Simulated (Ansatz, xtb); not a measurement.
C4H4O2S: which of two isomers lies lower

We compare a, `OC#CS/C=C\O`, a singlet, with b, `O=CCSC#CO`, a singlet. Both are isolated molecules in the gas phase, relaxed with PBE-D3(BJ)/def2-SVP, each in the lowest conformer that the search found.

**Question.** Which of the two would you expect CCSD(T)/def2-SVP + ΔMP2/def2-TZVPP electronic energies to favour?

**Answer.** Structure b; the calculation gives E(b) − E(a) = −5.7 kcal/mol.

Level by level:

```
                             level             geometry  E(b) − E(a) (kcal/mol)  departure from the last row (kcal/mol)  job, with rough time for the two
               PBE-D3(BJ)/def2-SVP  PBE-D3(BJ)/def2-SVP                      −4.8                                    +0.9                optimisation, 58 s
                       HF/def2-SVP  PBE-D3(BJ)/def2-SVP                      −8.2                                    −2.5           part of the CCSD(T) run
                      MP2/def2-SVP  PBE-D3(BJ)/def2-SVP                      −7.9                                    −2.2           part of the CCSD(T) run
                  CCSD(T)/def2-SVP  PBE-D3(BJ)/def2-SVP                      −8.0                                    −2.3                      single point
CCSD(T)/def2-SVP + ΔMP2/def2-TZVPP  PBE-D3(BJ)/def2-SVP                      −5.7                                                        single point, 68 s
```

As drawn, b has 1 C=O, 1 C–C, 1 C–H in place of 1 C–O, 1 C=C, 1 O–H.

The levels shown agree on the order. The largest departure from CCSD(T)/def2-SVP + ΔMP2/def2-TZVPP is that of HF/def2-SVP, 2.5 kcal/mol. No reliable frequencies are at hand for a, so it isn't confirmed as a minimum. Levels run at GFN2-xTB geometries aren't shown. The last row adds to CCSD(T) the change of the MP2 difference between the two basis sets, here +2.3 kcal/mol.

The correlated steps freeze 11 core orbitals. Run with Ansatz 0.2.0, xtb 6.7.1; the last row on 2 threads of Arm Neoverse V1 on a shared host.
